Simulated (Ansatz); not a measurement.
`OC=[Se]` and `NCOC=[Se]` differ in one atom or group.

Ansatz, PBE0-D4/def2-TZVP geometries, multiplicity 1. Each molecule was computed in one conformer, which needn't be the lowest.

Scalar relativity is left out up to krypton.

| property | `OC=[Se]` |
| --- | --- |
| size of the dipole moment (PBE/def2-TZVPP) / D | 3.60 |
| HOMO–LUMO gap (B3LYP/def2-TZVPP) / eV | 4.03 |
| LUMO energy (ωB97M-V/def2-TZVPP) / eV | 0.25 |
| HOMO–LUMO gap (PBE0/def2-TZVPP) / eV | 4.47 |
| LUMO energy (B3LYP/def2-TZVPP) / eV | -2.09 |
| size of the dipole moment (B3LYP/def2-TZVPP) / D | 3.69 |

Task: Give the same properties after the change, and the shifts. (Best estimate.)

Result: Ansatz gave: 
```
                                        property  `NCOC=[Se]`  shift
  size of the dipole moment (PBE/def2-TZVPP) / D         3.23  -0.37
           HOMO–LUMO gap (B3LYP/def2-TZVPP) / eV         4.17   0.14
           LUMO energy (ωB97M-V/def2-TZVPP) / eV         0.52   0.27
            HOMO–LUMO gap (PBE0/def2-TZVPP) / eV         4.62   0.15
             LUMO energy (B3LYP/def2-TZVPP) / eV        -1.79   0.30
size of the dipole moment (B3LYP/def2-TZVPP) / D         3.14  -0.55
```

With PBE0 the HOMO rises by 0.15 eV and the LUMO rises by 0.30 eV, so the gap widens by about 0.15 eV. PBE moves the HOMO by 0.19 eV and ωB97M-V by 0.15 eV. Dipoles are sizes alone; their direction can turn.

B3LYP here is the variant with VWN-RPA as its local correlation; programs differ in this.

Spin–orbit coupling is left out; it splits and shifts lone-pair levels of the heavy atoms by tenths of an eV.
